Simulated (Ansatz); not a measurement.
C$_{3}$H$_{9}$AlO (`C[CH](C)[AlH][OH]`). Charge 0, multiplicity 1.

```tsv
atom	x (Å)	y (Å)	z (Å)
C1	0.164	-1.624	-0.506
C2	0.145	-0.095	-0.508
C3	-1.266	0.451	-0.719
Al4	1.044	0.659	1.063
O5	0.453	2.134	1.671
H6	-0.450	-2.031	0.305
H7	1.172	-2.029	-0.382
H8	-0.239	-2.029	-1.441
H9	0.761	0.237	-1.360
H10	-1.939	0.137	0.085
H11	-1.287	1.542	-0.746
H12	-1.698	0.083	-1.658
H13	2.296	-0.016	1.777
H14	0.844	2.580	2.420
```

Task: What are the harmonic wavenumbers in cm⁻¹ at PBE0-D4/def2-TZVP (Ansatz, finite differences of forces, unscaled)? (Estimate.)

Result: The calculation gave: 26, 113, 181, 226, 247, 292, 331, 402, 491, 568, 584, 703, 858, 903, 919, 970, 990, 1106, 1186, 1239, 1314, 1394, 1414, 1475, 1491, 1493, 1501, 1898, 2977, 3018, 3019, 3078, 3082, 3099, 3116, 3959.

Task: Is this a minimum?

Result: Yes, all 36 modes are real.

Task: Give the ideal-gas thermochemistry at 298.15 K and 1 bar (rigid rotor, harmonic oscillator; point group C1, symmetry number 1).

Result: Zero-point energy 297.1 kJ/mol; H(298) − E = 321.0 kJ/mol; entropy 368.2 J/(mol·K), of which translation 164.7, rotation 112.2, vibration 91.3; G(298) − E = 211.2 kJ/mol. Modes under 100 cm⁻¹ are hindered rotations or soft bends, so the harmonic entropy is rough.
